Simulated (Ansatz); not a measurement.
Computed with Ansatz.

`FC[SiH2]Br` at its PBE0-D4/def2-TZVP geometry, where that method's forces vanish. Charge 0, multiplicity 1.

```
atom    x (Å)    y (Å)    z (Å)
  F1  -1.4418   0.7319  -1.1875
  C2  -0.1679   0.7615  -0.6311
 Si3   0.0329  -0.7119   0.5337
 Br4   2.0869  -0.5828   1.3717
  H5  -0.0414   1.7077  -0.0957
  H6   0.5686   0.7281  -1.4401
  H7  -0.0991  -1.9909  -0.1999
  H8  -0.9381  -0.6436   1.6490
```

(1) For each bond, give half the difference of the two atoms' forces along it (eV/Å; positive pushes the atoms apart) under PBE-D4, r2SCAN-D4, B3LYP-D4, ωB97M-V in def2-TZVPP. (Estimate.)

Results:

(1) The calculation gave: 
```json
{"bond": "F1–C2", "length (Å)": "1.390", "PBE-D4": "0.50", "r2SCAN-D4": "0.37", "B3LYP-D4": "0.44", "ωB97M-V": "0.32"}
{"bond": "C2–Si3", "length (Å)": "1.889", "PBE-D4": "-0.05", "r2SCAN-D4": "-0.05", "B3LYP-D4": "0.02", "ωB97M-V": "-0.02"}
{"bond": "C2–H5", "length (Å)": "1.095", "PBE-D4": "0.08", "r2SCAN-D4": "-0.05", "B3LYP-D4": "-0.13", "ωB97M-V": "-0.11"}
{"bond": "C2–H6", "length (Å)": "1.095", "PBE-D4": "0.08", "r2SCAN-D4": "-0.05", "B3LYP-D4": "-0.13", "ωB97M-V": "-0.11"}
{"bond": "Si3–Br4", "length (Å)": "2.222", "PBE-D4": "0.14", "r2SCAN-D4": "0.04", "B3LYP-D4": "0.24", "ωB97M-V": "0.07"}
{"bond": "Si3–H7", "length (Å)": "1.480", "PBE-D4": "0.08", "r2SCAN-D4": "-0.03", "B3LYP-D4": "-0.13", "ωB97M-V": "-0.14"}
{"bond": "Si3–H8", "length (Å)": "1.480", "PBE-D4": "0.08", "r2SCAN-D4": "-0.03", "B3LYP-D4": "-0.13", "ωB97M-V": "-0.14"}
```

B3LYP here is the variant with VWN-RPA as its local correlation; programs differ in this.
